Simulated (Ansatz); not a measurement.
Relaxation of C$_{2}$H$_{9}$NOSi (14 atoms, charge 0, multiplicity 1), to a largest force component of 0.015 eV/Å in at most 40 steps.

Computed with Ansatz 0.2.0, RKS B3LYP-D4/def2-SVP.

```xyz
14
Properties=species:S:1:pos:R:3
N -1.067 1.710 0.995
C -1.459 0.858 -0.102
O -0.308 0.336 -0.694
C 0.353 -0.742 0.077
Si 1.893 -1.473 -0.577
H -0.420 2.421 0.621
H -1.905 2.312 1.226
H -2.087 0.078 0.228
H -1.972 1.441 -0.840
H -0.458 -1.560 0.134
H 0.442 -0.418 1.131
H 2.989 -0.433 -0.562
H 2.287 -2.554 0.305
H 1.699 -2.005 -1.914
```

Problem. Where does it end, and by what steps?

Solution. The forces met the threshold. The force dipped under the threshold on the way, but the program's further checks kept it going. After 11 steps the energy has fallen by 0.528 eV; H7 moved furthest, 0.54 Å.

```
step  energy less start (eV)  largest force component (eV/Å)  accepted
   0                  0.0000                           3.933       yes
   1                 -0.3976                           1.104       yes
   2                 -0.4829                           0.362       yes
   3                 -0.5077                           0.412       yes
   4                 -0.5204                           0.253       yes
   5                 -0.5250                           0.087       yes
   6                 -0.5224                           0.237        no
   7                 -0.5264                           0.037       yes
   8                 -0.5272                           0.038       yes
   9                 -0.5274                           0.019       yes
  10                 -0.5275                           0.013       yes
  11                 -0.5276                           0.014       yes
```

```xyz
14
Properties=species:S:1:pos:R:3
N -0.992 1.723 0.919
C -1.369 0.920 -0.218
O -0.286 0.179 -0.728
C 0.233 -0.792 0.165
Si 1.854 -1.450 -0.562
H -0.576 2.613 0.650
H -1.768 1.899 1.552
H -2.185 0.239 0.104
H -1.733 1.500 -1.087
H -0.493 -1.620 0.318
H 0.421 -0.346 1.160
H 2.850 -0.346 -0.677
H 2.401 -2.506 0.345
H 1.629 -2.042 -1.912
```

Run time: 45 s on 2 threads of Arm Neoverse V1 (shared host), peak memory 0.28 GiB.
